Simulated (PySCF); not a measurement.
A GIAO shielding run with PySCF 2.14.0 with density-fitted response routines (density fitting, non-relativistic, gas phase) on `CS[Si@@H]1CC[C@H]1F`, C$_{4}$H$_{9}$FSSi:

```
{"job": {"kind": "nmr", "xc": "PBE0", "basis": "pcSseg-1"}, "charge": 0, "multiplicity": 1}
C      3.087652     0.018279     0.265621
S      1.823706     0.105047    -1.042003
Si     0.124148     0.560932     0.174332
C     -0.873471    -0.877594     0.952436
C     -2.158083    -0.385343     0.256717
C     -1.559625     0.609897    -0.746719
F     -2.220572     1.823512    -0.744410
H      2.847326    -0.786531     0.951485
H      4.032396    -0.182010    -0.227304
H      3.137056     0.966047     0.790830
H      0.411623     1.709442     1.028027
H     -0.958119    -0.932095     2.034787
H     -0.579077    -1.864273     0.596194
H     -2.746269    -1.176833    -0.203967
H     -2.795046     0.160180     0.951033
H     -1.581243     0.260289    -1.780985
```

Hardware: 1 thread of an x86-64 server CPU, shared host. The job also computes population analyses, field gradients, ring-centre shieldings.

(1) How large is the calculation?

(2) How long does it take?

Answers

(1) 72 electrons, 178 basis functions and 969 auxiliary functions.

(2) 28 s of wall time, with 12 SCF cycles and 5 response iterations. Times on a shared host scatter by some tens of per cent.
